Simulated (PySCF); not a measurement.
**Ionisation energy along the 33-electron series**

Calculated with PySCF 2.14 and a two-component X2C-1e Hamiltonian (Gaussian nucleus, no Breit or QED terms), each ion in its own even-tempered basis scaled to its charge; GMP2 freezes [Ne] and drops the highest virtual spinors. Values in eV. NIST values: (m) measured, (s) semi-empirical, (t) theoretical.

| ion | configuration | GHF (screened spin-orbit) | GMP2 (screened spin-orbit) | NIST |
| --- | --- | --- | --- | --- |
| Sb¹⁸⁺ | [Ar] 3d10 4s2 4p3 | 508.80 | 509.43 | 510 ± 3 (t) |
| I²⁰⁺ | [Ar] 3d10 4s2 4p3 | 599.98 | 600.69 | 601 ± 4 (t) |

(1) Fill in the row of Te¹⁹⁺.

## Answers

(1) configuration: [Ar] 3d10 4s2 4p3; GHF (screened spin-orbit): 553.61; GMP2 (screened spin-orbit): 554.28; NIST: 555 ± 4 (t).
